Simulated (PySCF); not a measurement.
A structure optimised at PBE-D3(BJ)/def2-SVP, used in a PySCF frequency run:

```xyz
10

C      1.7662    -1.1123     0.2218
Si     0.2075    -0.0884     0.2736
F     -0.0808     0.3448     1.8303
S      0.5319     1.6344    -0.9691
S     -1.5951    -1.1398    -0.2683
H      1.6683    -1.9776     0.9073
H      1.9541    -1.4953    -0.8008
H      2.6402    -0.5071     0.5377
H     -0.7676     2.0373    -0.8921
H     -1.2594    -1.1623    -1.5888
```
Charge 0, spin multiplicity 1.

Question: Write its SMILES and formula.

Answer: C[Si](F)(S)S, CH5FS2Si

Question: What are its rotational constants (standard atomic weights)?

Answer: 2.5822, 1.7918, 1.5167 GHz
